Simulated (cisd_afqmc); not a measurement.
Input (AFQMC/CISD/def2-SVP; cisd_afqmc is a phaseless AFQMC code with CISD trial states that reads the integrals written by Ansatz):

Ansatz 0.2 input:
```python
import cisd_afqmc

open("ham.yaml", "w").write("""\
crystal:
  periodic: [false, false, false]
  atoms:
    - {symbol: Na, position_ang: [-0.00000000, -0.00000000, -0.91722285]}
    - {symbol: O, position_ang: [0.00000000, 0.00000000, 1.01503037]}
    - {symbol: H, position_ang: [0.00000000, 0.00000000, 1.96920848]}
basis:
  gaussian:
    orbitals: def2-SVP
magnetization: {spin_polarized: false}
correlation: {method: ccsd, electrons: outside_noble_gas, hamiltonian_folder: ham}
""")
rep = cisd_afqmc.ansatz("ham.yaml")
e_ccsd = rep["correlation"]["coupled_cluster"]["energy"]["hartree"]
out = cisd_afqmc.run("ham", e_ccsd, trial="CISD", walkers=200, populations=8, threads=8, dt=0.005, steps=40, early=24, settle=10, least=32,
    cut=5e-5, rank_cut=2e-4, target=0.0004, seconds=1500, seed=1, memory=17280, gpu=False)
```

Output:

```
orbitals 28, occupied [4], factors 132 of 316, rank of the doubles 53 of 96
E(HF) = -237.174403
E(CCSD) on the cut factors = -237.385542, shift to the whole factors -0.000006
Energy of the trial state on the determinant = -237.385614
  tau behind 7.2 of longer steps, mean of the populations' last blocks
   2.0  -237.38997
   4.0  -237.38949
   6.0  -237.38972
   8.0  -237.38976
blocks 415 (0 outliers left out), error by blocks joined: 1: 0.00013, 2: 0.00015, 4: 0.00019, 8: 0.00023, 16: 0.00026
E(AFQMC/CISD) = -237.38974 +/- 0.00026
```
